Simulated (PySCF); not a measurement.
# [Pb2H5]− at several levels of theory

Computed with PySCF 2.14.0 (density fitting, no spin-orbit coupling) at the geometry relaxed with B3LYP:

```xyz
7
[Pb2H5]− (singlet)
Pb    0.3847    0.3290    1.9641
Pb   -0.4598   -0.2138   -1.9332
H     1.2800   -0.8799   -2.2527
H     0.0078    0.0691    0.0055
H     0.1140   -1.5163    2.2658
H    -1.4492    0.6684    2.2723
H     0.1224    1.5435   -2.3219
```

| level | basis | state | HOMO (eV) | gap (eV) | charge on Pb1 (e) | dipole about the centre of mass (D) | largest force component (eV/Å) |
| --- | --- | --- | --- | --- | --- | --- | --- |
| B3LYP | Pb def2-SVP with ECP60, H def2-SVP | singlet | -1.63 | 3.90 | 0.00 | 0.35 | 0.01 |
| revPBE | the same | singlet | -0.83 | 2.76 | -0.05 | 0.34 | 0.18 |
| TPSSh | the same | singlet | -1.36 | 3.51 | 0.05 | 0.36 | 0.07 |
| TPSS | the same | singlet | -1.01 | 2.93 | 0.03 | 0.36 | 0.06 |
| M06-L | the same | singlet | -1.03 | 3.19 | 0.14 | 0.38 | 0.23 |
| B3LYP | Pb def2-TZVP with ECP60, H def2-TZVP | singlet | -1.84 | 3.83 | 0.04 | 0.39 | 0.14 |

Charges are Mulliken's, which hang on the basis. The relaxation used the grid (50, 194), these runs (75, 302) or, all-electron (x2c bases, spin-free X2C Hamiltonian), (99, 590).

Q: What does B3LYP with Pb x2c-SVPall, H x2c-SVPall give here?

A: state singlet, HOMO (eV) -1.67, gap (eV) 3.96, charge on Pb1 (e) 0.05, dipole about the centre of mass (D) 0.35, largest force component (eV/Å) 0.74. Time: 38 s on 2 threads of Arm Neoverse V2, with other jobs on the host, from free ions and atoms.

In the first row's basis the gap widens with exact exchange: 2.8 to 3.2 eV for revPBE, TPSS, M06-L (none); 3.5 to 3.9 eV for TPSSh, B3LYP (a fixed share).
